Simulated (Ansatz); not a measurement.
`C[SiH2][SiH2]F` + `O[SiH2][SiH3]` → `F[SiH2]O[SiH2][SiH3]` + `C[SiH3]`  (cleavage of the Si–Si bond)

Computed with Ansatz on PBE0-D4/def2-TZVP structures; ΔE is electronic, products minus reactants. CCSD(T)/CBS is the MP2 limit (def2-TZVPP, def2-QZVPP) plus CCSD(T) − MP2 in def2-TZVPP, frozen cores. This one scheme is used for every species. Functionals use def2-TZVPP. Each species was taken in one conformer, which may not be the lowest.

**Question.** Is it downhill or uphill in electronic energy at CCSD(T)/CBS, and by how much? (Estimate.)

**Answer.** Computed: Downhill: ΔE = -1.47 eV.

**Question.** What do these levels give: PBE-D4, r2SCAN-D4, PBE0-D4, ωB97X-V, B2PLYP, MP2/def2-TZVPP, SCS-MP2/def2-TZVPP, HF/def2-QZVPP, MP2/def2-QZVPP, HF/CBS(def2), MP2/CBS(def2), CCSD/CBS(def2)? (An estimate is asked.)

**Answer.** The calculation gave: PBE-D4 -1.18, r2SCAN-D4 -1.40, PBE0-D4 -1.29, ωB97X-V -1.43, B2PLYP -1.50, MP2/def2-TZVPP -1.56, SCS-MP2/def2-TZVPP -1.59, HF/def2-QZVPP -1.75, MP2/def2-QZVPP -1.56, HF/CBS(def2) -1.75, MP2/CBS(def2) -1.54, CCSD/CBS(def2) -1.51 eV.

Largest T1 diagnostic among the species: 0.012.

From PBE to PBE0 (25 % exact exchange), in def2-TZVPP and without D4, ΔE moves by −0.10 eV. In def2-TZVPP, CCSD(T) changes the Hartree–Fock value by +0.23 eV (the triples alone add +0.03 eV) and MP2 by +0.16 eV.
